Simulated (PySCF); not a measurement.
C₃H₆BFSe.
Atom-mapped SMILES: `[F:1][BH:2][C@H:3]1[CH2:4][CH2:5][Se:6]1` (hydrogens: H7 on B2; H8 on C3; H9, H10 on C4; H11, H12 on C5)

Method: PySCF 2.14.0, PBE0-D3(BJ)/def2-SVP geometry optimisation, gas phase; density fitting, grid level 1; the optimiser is geomeTRIC in internal coordinates, started from a GFN2-xTB structure with every atom displaced at random (about 0.01 Å).

Step 0: E = -71924.8335 eV
```
atom  x, y, z in Å  |  force x, y, z in eV/Å
F1      1.5346    1.5429    0.2210   -0.184   1.254   0.816
B2      1.6876    0.3759   -0.3410   -0.688  -1.067  -0.449
C3      0.6049   -0.7353   -0.1224    1.196   0.035  -0.494
C4     -0.5381   -0.4402    0.7897   -1.637  -0.114   0.386
C5     -1.3795    0.4504   -0.1500    0.804   0.234   0.417
Se6    -0.4071   -0.1307   -1.7735    0.104  -0.120   0.208
H7      2.6431    0.2376   -1.0261    0.543  -0.269  -0.426
H8      0.9353   -1.7712   -0.1953    0.131  -0.238  -0.044
H9     -0.2915    0.0447    1.7518    0.145  -0.027  -0.138
H10    -1.1219   -1.3596    1.0334    0.323   0.338  -0.121
H11    -1.2072    1.5164    0.0286   -0.017   0.173  -0.087
H12    -2.4377    0.2543   -0.1858   -0.719  -0.199  -0.070
```

Step 1: E = -71924.9412 eV
```
atom  x, y, z in Å  |  force x, y, z in eV/Å
F1      1.4048    1.5772    0.2069    0.093  -0.035  -0.001
B2      1.5806    0.3923   -0.4159    0.178   0.211   0.078
C3      0.6503   -0.7894   -0.0595   -0.179  -0.091   0.253
C4     -0.5719   -0.4661    0.8108    0.187  -0.036  -0.098
C5     -1.3091    0.4904   -0.1321   -0.261  -0.087   0.009
Se6    -0.2887   -0.1239   -1.7180   -0.169   0.012  -0.196
H7      2.5433    0.2547   -1.1364    0.013  -0.002  -0.018
H8      1.0028   -1.8258   -0.1145    0.007   0.021  -0.040
H9     -0.3111   -0.0272    1.7861    0.005   0.009   0.041
H10    -1.1701   -1.3698    0.9870   -0.068  -0.026   0.021
H11    -1.1163    1.5542    0.0542    0.053   0.012  -0.031
H12    -2.3918    0.3185   -0.2383    0.140   0.011  -0.018
```

Task: Estimate the geometry and energy of step 2. (The exact step hangs on the optimiser's Hessian estimate; all steps are aligned on step 1, rigid shifts and turns removed.)

Result: E = -71924.9454 eV, largest force 0.269 eV/Å
```
atom  x, y, z in Å  |  force x, y, z in eV/Å
F1      1.5419    1.5993    0.2079   -0.136  -0.198  -0.090
B2      1.6199    0.4039   -0.4134    0.063   0.086   0.247
C3      0.6452   -0.7553   -0.0524   -0.045   0.056  -0.025
C4     -0.5842   -0.4663    0.8130    0.072   0.103  -0.082
C5     -1.3462    0.4747   -0.1301   -0.002  -0.025   0.056
Se6    -0.3157   -0.1053   -1.7225    0.030  -0.019  -0.006
H7      2.5659    0.2152   -1.1458   -0.040  -0.026  -0.066
H8      0.9961   -1.7914   -0.1168    0.037  -0.008  -0.050
H9     -0.3360   -0.0286    1.7936   -0.028   0.013   0.005
H10    -1.1693   -1.3820    0.9832    0.022  -0.005   0.006
H11    -1.1744    1.5428    0.0538    0.014   0.014   0.003
H12    -2.4204    0.2781   -0.2402    0.011   0.008   0.002
```

The energy changes by -0.0042 eV. The first-order estimate −F·Δx gives -0.0295 eV and the mean of the old and new forces, exact on a quadratic surface, -0.0051 eV. The step makes an angle of 76° with the force vector and moves no atom by more than 0.139 Å.

What follows is the cost of the whole optimisation. Time: 76 s of wall time; peak memory 0.52 GiB. Hardware: an Arm Neoverse V1 with one thread, no GPU, shared host.
